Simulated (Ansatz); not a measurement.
Geometry optimisation, Ansatz, UKS PBE0/def2-SVP.

Input file:

```yaml
crystal:
  periodic: [false, false, false]
  atoms:
    - { symbol: Sn, position_ang: [0.467532, 0.10197, 0.109913] }
    - { symbol: H, position_ang: [0.793419, -0.468084, 2.98266] }
    - { symbol: H, position_ang: [1.259894, -0.065771, -1.45672] }
    - { symbol: H, position_ang: [-0.652025, 1.438031, 0.011363] }
    - { symbol: O, position_ang: [-0.628948, -1.582694, 0.064614] }
    - { symbol: H, position_ang: [-1.448369, -1.4565, 0.554825] }
    - { symbol: "N", position_ang: [-0.150212, -0.104634, 2.755996] }
    - { symbol: H, position_ang: [-0.815058, -0.824344, 3.041695] }
    - { symbol: H, position_ang: [-0.305933, 0.717426, 3.343855] }
magnetization:
  spin_polarized: true
  initial_magnetization: 1
basis:
  gaussian: { orbitals: def2-SVP }
hamiltonian:
  xc: pbe0
relax:
  f_tol: 0.03
  max_steps: 50
```

Launched with:

```bash
$ ansatz run input.yaml --threads 2 --pin off --max-ram 3072MiB --backend cpu --events-out ev --progress --plain --runs-dir out
```

Question: Where does it end, and by what steps?

Answer: It converged. After 18 steps the energy has fallen by 0.235 eV; H6 moved furthest, 0.85 Å.

| step | energy less start (eV) | largest force component (eV/Å) | accepted |
| --- | --- | --- | --- |
| 0 | 0.0000 | 0.695 | yes |
| 1 | -0.0247 | 0.617 | yes |
| 2 | -0.0287 | 0.516 | yes |
| 3 | -0.0351 | 0.449 | yes |
| 4 | -0.0358 | 0.881 | yes |
| 5 | -0.0487 | 0.955 | yes |
| 6 | -0.0629 | 0.695 | yes |
| 7 | -0.0867 | 0.446 | yes |
| 8 | -0.1072 | 0.731 | yes |
| 9 | -0.0905 | 1.547 | no |
| 10 | -0.1228 | 0.151 | yes |
| 11 | -0.1323 | 0.692 | yes |
| 12 | -0.1374 | 0.976 | yes |
| 13 | -0.1811 | 0.167 | yes |
| 14 | -0.1865 | 0.425 | yes |
| 15 | -0.1589 | 1.912 | no |
| 16 | -0.2223 | 0.169 | yes |
| 17 | -0.2332 | 0.110 | yes |
| 18 | -0.2354 | 0.022 | yes |

```xyz
9
Properties=species:S:1:pos:R:3
Sn 0.467 0.130 0.215
H 0.770 -0.417 3.401
H 0.736 -0.268 -1.499
H -0.398 1.642 0.252
O -0.934 -1.286 0.633
H -1.120 -1.844 -0.129
N 0.052 -0.066 2.771
H -0.598 -0.821 2.528
H -0.454 0.685 3.237
```

Whether the end is a true minimum wasn't checked by a vibrational analysis.

The run took 54 s on 2 threads of AMD EPYC 7R43 64-Core Processor (Zen 3), with other jobs on the host, peak memory 0.24 GiB.
